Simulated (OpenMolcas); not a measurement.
An OpenMolcas run meant for Al+ (ANO-R3, X2C; inactive shells 1s 2s 2p; intended active space 2 electrons in 9 orbitals (RAS2 3s 3p; RAS3 3d, at most 2 electrons)). One step of its input:

```
&CASPT2
Multistate=3 1 2 3
Frozen=1 0
IPEA=3.0
Imaginary=0.1
MaxIter=60
WThr=0.0 0.3 0.05
PrWF=0.5
NoMix
```

The run finished. Its levels beside those of a sound run (SS-RASPT2, IPEA 0.25 Eh, imaginary shift 0.1 Eh (closed shells correlated: 2s 2p)), in cm⁻¹ above each run's lowest level:

```csv
Level,This run,Usual run
3s² ¹S₀,0.0,0.0
3s 3p ³P°₀,37257,37226
3s 3p ³P°₁,37309,37278
3s 3p ³P°₂,37413,37382
3s 3p ¹P°₁,60413,59901
3p² ¹D₂,86369,86292
```

**Question.** Which setting is unsound, and how much does it matter here?

**Answer.** The IPEA shift is far above its usual 0.25 hartree. Against the sound run the excited levels shown move by 140 cm-1 on average and by 510 cm-1 at most.

CASPT2 does not keep the components of a term degenerate, so their means are used; among the terms shown or strongly mixed into the levels shown the widest spread is 47 cm-1 (3p² ¹D, this run). Configurations are named by rounded mean occupations; where the s occupation lies near a half they are strongly mixed, a name can repeat and a true partner stay unpaired. Some terms take much of their weight from 3d, a shell meant for correlation, so their names are nominal. Some terms mix strongly with configurations of 3d, whose occupation reaches 0.38 (3p² ¹D). Levels of configurations outside the active space are missing.

° marks odd parity.
